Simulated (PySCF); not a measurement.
Cl2Sb (SMILES [Cl][Sb][Cl]), doublet, geometry from GFN2-xTB (the spin is typed, not shown lowest) (core potentials on Sb); BLYP/def2-SV(P) in PySCF.

PySCF was given this input:
```python
from pyscf import gto, scf, dft

mol = gto.Mole()
mol.atom = '''
    Sb    0.405002   -0.023054    0.496897
    Cl    0.725548    0.355362   -1.816982
    Cl   -1.940554   -0.286199    0.326292
'''
mol.basis = 'def2-sv(p)'
mol.ecp = {'Sb': 'def2-sv(p)'}
mol.charge = 0
mol.spin = 1
mol.verbose = 4
mol.build()

mf = dft.UKS(mol)
mf.xc = 'blyp'
mf.grids.radi_method = dft.radi.gauss_chebyshev
mf.kernel()
mf.analyze()
```

What the program printed (banner, timings and long lists left out):

```
PySCF version 2.14.0

[INPUT] verbose = 4
[INPUT] num. atoms = 3
[INPUT] num. electrons = 57
[INPUT] charge = 0
[INPUT] spin (= nelec alpha-beta = 2S) = 1
[INPUT] symmetry False subgroup None
[INPUT] Mole.unit = angstrom
[INPUT] Symbol           X                Y                Z      unit          X                Y                Z       unit  Magmom
[...]
nuclear repulsion = 218.810399698777
number of shells = 26
number of NR pGTOs = 133
number of NR cGTOs = 62
basis = def2-sv(p)
ecp = {'Sb': 'def2-sv(p)'}

******** <class 'pyscf.dft.uks.UKS'> ********
method = UKS
initial guess = minao
damping factor = 0
level_shift factor = 0
DIIS = <class 'pyscf.scf.diis.CDIIS'>
diis_start_cycle = 1
diis_space = 8
diis_damp = 0
SCF conv_tol = 1e-09
SCF conv_tol_grad = None
SCF max_cycles = 50
direct_scf = True
direct_scf_tol = 1e-13
number electrons alpha = 29  beta = 28
XC library pyscf.dft.libxc version 7.1.2
    S. Lehtola, C. Steigemann, M. J. T. Oliveira, and M. A. L. Marques,  SoftwareX 7, 1–5 (2018)
XC functionals = blyp
    A. D. Becke,  Phys. Rev. A 38, 3098 (1988)
    C. Lee, W. Yang, and R. G. Parr,  Phys. Rev. B 37, 785 (1988)
    B. Miehlich, A. Savin, H. Stoll, and H. Preuss,  Chem. Phys. Lett. 157, 200 (1989)
radial grids: Gauss-Chebyshev [JCP 108, 3226 (1998); DOI:10.1063/1.475719) radial grids
becke partition: Becke, JCP 88, 2547 (1988); DOI:10.1063/1.454033
pruning grids: <function nwchem_prune>
grids dens level: 3
symmetrized grids: False
atomic radii adjust function: <function treutler_atomic_radii_adjust>
small_rho_cutoff = 0
Set gradient conv threshold to 3.16228e-05
tot grids = 57800
init E= -1135.51893597381

cycle= 1 E= -1157.28223799647  delta_E= -21.8  |g|= 2.31  |ddm|=  7.3
cycle= 2 E= -1152.69313997457  delta_E= 4.59  |g|= 4.03  |ddm|= 9.47
cycle= 3 E= -1160.03957185919  delta_E= -7.35  |g|= 0.63  |ddm|= 8.05
cycle= 4 E= -1160.26475939762  delta_E= -0.225  |g|= 0.376  |ddm|= 1.58
cycle= 5 E= -1160.36004873494  delta_E= -0.0953  |g|= 0.0744  |ddm|= 0.55
cycle= 6 E= -1160.36306340023  delta_E= -0.00301  |g|= 0.0229  |ddm|= 0.144
cycle= 7 E= -1160.36341467087  delta_E= -0.000351  |g|= 0.00401  |ddm|= 0.0339
cycle= 8 E= -1160.36342356662  delta_E= -8.9e-06  |g|= 0.000493  |ddm|= 0.00459
cycle= 9 E= -1160.363423762  delta_E= -1.95e-07  |g|= 0.000122  |ddm|= 0.000876
cycle= 10 E= -1160.36342376519  delta_E= -3.19e-09  |g|= 0.000108  |ddm|= 0.000337
cycle= 11 E= -1160.36342377334  delta_E= -8.15e-09  |g|= 2.5e-05  |ddm|= 0.000175
cycle= 12 E= -1160.36342377391  delta_E= -5.7e-10  |g|= 2.27e-06  |ddm|= 4.61e-05
Extra cycle  E= -1160.36342377391  delta_E= 1.59e-12  |g|= 3.65e-06  |ddm|= 8.15e-06
converged SCF energy = -1160.36342377391  <S^2> = 0.75114449  2S+1 = 2.0011442
**** SCF Summaries ****
Total Energy =                       -1160.363423773907016
Nuclear Repulsion Energy =             218.810399698777076
One-electron Energy =                -2127.178434621516317
Two-electron Energy =                  748.004611148832169
Two-electron Coulomb Energy =          823.869036513153105
DFT Exchange-Correlation Energy =      -75.864425364320965
**** MO energy ****
                             alpha | beta                alpha | beta
[...]
spin_pop of  0 Sb 4s       -0.00001
spin_pop of  0 Sb 5s        0.00276
spin_pop of  0 Sb 6s        0.00001
spin_pop of  0 Sb 7s        0.00048
spin_pop of  0 Sb 4px      -0.00002
spin_pop of  0 Sb 4py       0.00023
spin_pop of  0 Sb 4pz       0.00911
spin_pop of  0 Sb 5px       0.00152
spin_pop of  0 Sb 5py       0.00003
spin_pop of  0 Sb 5pz       0.00169
spin_pop of  0 Sb 6px       0.00198
spin_pop of  0 Sb 6py       0.01842
spin_pop of  0 Sb 6pz       0.82583
spin_pop of  0 Sb 7px       0.02048
spin_pop of  0 Sb 7py       0.00065
spin_pop of  0 Sb 7pz       0.00352
spin_pop of  0 Sb 4dxy     -0.00129
spin_pop of  0 Sb 4dyz     -0.00118
spin_pop of  0 Sb 4dz^2    -0.00054
spin_pop of  0 Sb 4dxz     -0.00196
spin_pop of  0 Sb 4dx2-y2    0.00007
spin_pop of  0 Sb 5dxy      0.00258
spin_pop of  0 Sb 5dyz      0.00080
spin_pop of  0 Sb 5dz^2     0.00052
spin_pop of  0 Sb 5dxz      0.00134
spin_pop of  0 Sb 5dx2-y2    0.00072
spin_pop of  1 Cl 1s        0.00000
spin_pop of  1 Cl 2s       -0.00000
spin_pop of  1 Cl 3s        0.00004
spin_pop of  1 Cl 4s        0.00032
spin_pop of  1 Cl 2px      -0.00000
spin_pop of  1 Cl 2py       0.00000
spin_pop of  1 Cl 2pz      -0.00000
spin_pop of  1 Cl 3px      -0.00005
spin_pop of  1 Cl 3py       0.05530
spin_pop of  1 Cl 3pz      -0.00588
spin_pop of  1 Cl 4px       0.00007
spin_pop of  1 Cl 4py       0.00340
spin_pop of  1 Cl 4pz       0.00027
spin_pop of  1 Cl 3dxy      0.00002
spin_pop of  1 Cl 3dyz      0.00198
spin_pop of  1 Cl 3dz^2     0.00023
spin_pop of  1 Cl 3dxz      0.00004
spin_pop of  1 Cl 3dx2-y2    0.00007
spin_pop of  2 Cl 1s        0.00000
spin_pop of  2 Cl 2s       -0.00000
spin_pop of  2 Cl 3s        0.00005
spin_pop of  2 Cl 4s        0.00036
spin_pop of  2 Cl 2px      -0.00000
spin_pop of  2 Cl 2py       0.00000
spin_pop of  2 Cl 2pz       0.00000
spin_pop of  2 Cl 3px      -0.00610
spin_pop of  2 Cl 3py       0.05577
spin_pop of  2 Cl 3pz       0.00018
spin_pop of  2 Cl 4px       0.00025
spin_pop of  2 Cl 4py       0.00348
spin_pop of  2 Cl 4pz       0.00008
spin_pop of  2 Cl 3dxy      0.00213
spin_pop of  2 Cl 3dyz      0.00002
spin_pop of  2 Cl 3dz^2     0.00000
spin_pop of  2 Cl 3dxz      0.00002
spin_pop of  2 Cl 3dx2-y2    0.00021
In total            29.00000 | 28.00000
Dipole moment(X, Y, Z, Debye):  1.61102, -0.09170,  1.97657
```
